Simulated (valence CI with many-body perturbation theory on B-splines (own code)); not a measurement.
## La²³⁺: key properties

Calculated by relativistic CI+MBPT: six valence electrons over a frozen Dirac-Fock core [Ar] 3d10, radial functions for each j: 9 s, 9 p, 8 d, 6 f, 3 g, 1 h, with the one-electron correlation potential Σ1 (screened to all orders), the two-electron term Σ2, the three-electron term Σ3, Breit, model QED; selected single and double excitations, second order for the rest, scaled by the run's own slope (own B-spline code, finite nucleus).

No measured spectrum was set against this ion. As an estimate, levels hold to about 250 cm⁻¹ or 0.2 % of their energy and the worst to 1 %, as in measured heavy ions of charge 2 to 7; those with d or f electrons hold less well. Among the levels kept, up to 930 cm⁻¹ of a level comes from second order outside the variational space, and about a tenth of that is noise between levels of different J, which matters for small intervals.

Levels are named by their leading jj configuration (3d3/2^4 stands for four electrons in 3d with j = 3/2), which in mixed levels can hold well under half, so a name can repeat and another be missing.

Rates and lifetimes use the calculated energies. Strong lines usually hold to 10 to 20 %, long lifetimes can be off by a factor of two.

Question: What is the ground level?

Answer: (4s^2 4p1/2^2 4p3/2^2) J=2, composition 73 % 4s2 4p4 3P + 25 % 4s2 4p4 1D, g = 1.372.

Question: Where does the other parity begin?

Answer: At (4s 4p1/2^2 4p3/2^3) J=2, 78.42 eV.

Question: How well does LS coupling describe the low levels?

Answer: Among the lowest 20 levels the leading LS term, summed over configurations, holds 59 % on average. For single configurations the figures are 55 % in LS and 80 % in jj coupling. Terms mix most in the J = 3 level at 106.09 eV, where the leading one holds 29 %.

Question: Name the longest-lived excited levels whose lifetime is computed, and their main decay.

Answer: (4s^2 4p1/2^2 4p3/2^2) J=0 at 5.48 eV lives 441 ms, mostly by E2 to (4s^2 4p1/2^2 4p3/2^2) J=2; (4s^2 4p1/2^2 4p3/2 4d5/2) J=4 at 98.75 eV lives 694 μs, mostly by M2 to (4s^2 4p1/2^2 4p3/2^2) J=2; (4s^2 4p1/2 4p3/2^2 4d5/2) J=4 at 120.58 eV lives 74.0 μs, mostly by M1 to (4s^2 4p1/2^2 4p3/2 4d5/2) J=4.

Question: What are the static dipole polarisabilities of the lowest levels?

Answer: (4s^2 4p1/2^2 4p3/2^2) J=2 0.169 (tensor 0.0030); (4s^2 4p1/2^2 4p3/2^2) J=0 0.168; (4s^2 4p1/2 4p3/2^3) J=1 0.178 (tensor -0.0054); (4s^2 4p1/2 4p3/2^3) J=2 0.177 (tensor -0.013) bohr³, of which the core gives 0.00853.

Question: What is the ionisation energy?

Answer: 771.23 eV; NIST lists 770 ± 4 eV (theoretical).

Question: Among levels below 137.84 eV, which E1 lines absorb most strongly from the ground level?

Answer: to (4s^2 4p1/2 4p3/2^2 4d5/2) J=3 at 9.632 nm, f = 0.644; to (4s^2 4p1/2 4p3/2^2 4d5/2) J=2 at 9.751 nm, f = 0.380; to (4s^2 4p1/2 4p3/2^2 4d5/2) J=3 at 9.337 nm, f = 0.339.
